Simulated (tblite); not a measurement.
Compound: C4H13P3.
Geometry (GFN2-xTB, Å), atoms numbered from 1 in this order:
```xyz
20
C4H13P3 angstrom
C     -2.898   -0.715   -0.424
C     -1.476   -0.200   -0.607
C     -0.952    0.440    0.675
P      0.821    1.018    0.659
P      1.086    1.453   -1.452
C      1.695   -0.637    0.636
P      3.153   -0.535   -0.505
H     -3.259   -1.168   -1.345
H     -2.937   -1.463    0.365
H     -3.567    0.101   -0.157
H     -1.461    0.542   -1.413
H     -0.826   -1.025   -0.910
H     -1.558    1.317    0.925
H     -1.036   -0.259    1.514
H      0.251    2.572   -1.381
H      2.216    2.234   -1.206
H      2.008   -0.895    1.652
H      1.026   -1.419    0.264
H      3.804   -1.667   -0.008
H      3.907    0.317    0.305
```

All values are computed: GFN2-xTB (tblite) harmonic vibrations without scaling, gas phase. Errors from tens to a few hundred cm⁻¹ against measured bands are possible. Modes of hydrogen on phosphorus can be 10 to 20 % off. One conformer, not necessarily the lowest.

Harmonic wavenumbers (cm⁻¹): 30.8, 68.4, 99.7, 127.6, 155.5, 174.0, 212.6, 230.2, 248.6, 284.0, 284.1, 375.6, 492.1, 636.0, 671.0, 714.4, 740.3, 743.6, 758.9, 776.8, 841.6, 869.8, 886.0, 947.6, 1024.7, 1043.6, 1082.8, 1103.8, 1117.9, 1124.0, 1138.0, 1214.8, 1236.7, 1270.2, 1333.2, 1398.4, 1415.1, 1450.5, 1480.5, 1500.8, 1503.4, 2246.1, 2266.4, 2282.9, 2305.2, 2918.5, 2922.3, 2932.6, 2939.9, 2941.5, 2963.6, 3026.1, 3032.1, 3038.7.

A = 2121, B = 807.2, C = 738.3 MHz; mass 154.023 u (most abundant isotopes); point group C1, symmetry number 1.

Task: Zero-point energy?

Result: Half the sum of the wavenumbers: 34312 cm⁻¹ = 410.46 kJ/mol.

Task: What is S at 273.15 K and 1 bar for an ideal gas of classical rigid rotors and harmonic oscillators?

Result: Translation 169.86, rotation 124.10, vibration 134.83: S = 428.8 J/(mol K).

Task: And Cp and H(273.15 K) − H(0)?

Result: Cp = 164.80 J/(mol K), of which vibrations give 131.54 (their classical limit is 54 R = 449.0); H(273.15 K) − H(0) = 28.14 kJ/mol without the zero-point energy, 19.05 from vibrations.

Task: Which modes carry the vibrational entropy at 273.15 K?

Result: 30.8 cm⁻¹: 23.45; 68.4 cm⁻¹: 16.85; 99.7 cm⁻¹: 13.76; 127.6 cm⁻¹: 11.77; 155.5 cm⁻¹: 10.20; 174.0 cm⁻¹: 9.32 J/(mol K); the other 48 give 49.48 together.

Task: What must be added to the electronic energy to get the Gibbs energy at 273.15 K and 1 bar?

Result: ZPE + [H(273.15 K) − H(0)] − T·S = 410.46 + 28.14 − 117.12 = 321.48 kJ/mol.

Task: How do the functions run with temperature in this model?

Result: 
| T (K) | S (J/(mol K)) | Cp (J/(mol K)) | H − H(0) (kJ/mol) | G − H(0) (kJ/mol) | ln q(vib) |
| --- | --- | --- | --- | --- | --- |
| 100 | 306.4 | 90.4 | 6.00 | -24.63 | 2.29 |
| 200 | 382.6 | 133.2 | 17.25 | -59.28 | 5.54 |
| 300 | 444.8 | 176.6 | 32.72 | -100.71 | 8.65 |
| 500 | 554.1 | 254.3 | 76.19 | -200.87 | 14.54 |
| 800 | 691.7 | 330.9 | 164.94 | -388.46 | 22.75 |
| 1000 | 769.4 | 364.8 | 234.69 | -534.74 | 27.77 |

q(vib) and H(0) count from the zero-point level.

Task: Blend soft modes into free rotors: weight 1/[1 + (100 cm⁻¹/ν̃)⁴] for the oscillator and the rest for a rotor with moment μB/(μ + B), μ = h/(8π²ν), B = 10⁻⁴⁴ kg m². What vibrational entropy results?

Result: 123.57 J/(mol K) in place of 134.83, which changes −T·S at 273.15 K by +3.08 kJ/mol.

Hindered rotation and anharmonicity are outside this model. Other conformers, if any are populated, would add a mixing term that is left out. The structure is chiral; the term R ln 2 for an equal mix with its mirror image is left out.
